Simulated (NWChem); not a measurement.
ZnF cation; SMILES [Zn+][F]

```xyz
2

Zn     0.0000     0.0000    -0.3923
F      0.0000     0.0000     1.3267
```
Atoms are numbered in this order, from 1.

Results from NWChem. STO-3G and 3-21G are far too small for this property and stand as cheap habits. Coordinates come from a PBE0/def2-SVP optimisation. GIAO values for the isolated, static molecule; σ is the absolute isotropic shielding, δ = σ(reference) − σ with the isolated reference molecule computed at the same levels (19F: trichlorofluoromethane).

```tsv
level	σ Zn1 (ppm)	δ F2 (ppm)	relative time
Hartree-Fock/STO-3G	26207.6	293.0	1
PBE0/pcSseg-2	2255.3	-100.7	30
BHandHLYP/pcSseg-1	2244.7	-134.0	7
PBE0/pcSseg-1	2263.8	-88.8	6
KT2/pcSseg-1	2317.2	5.3	7
```

The last column is a rough cost ratio, cheapest run = 1.
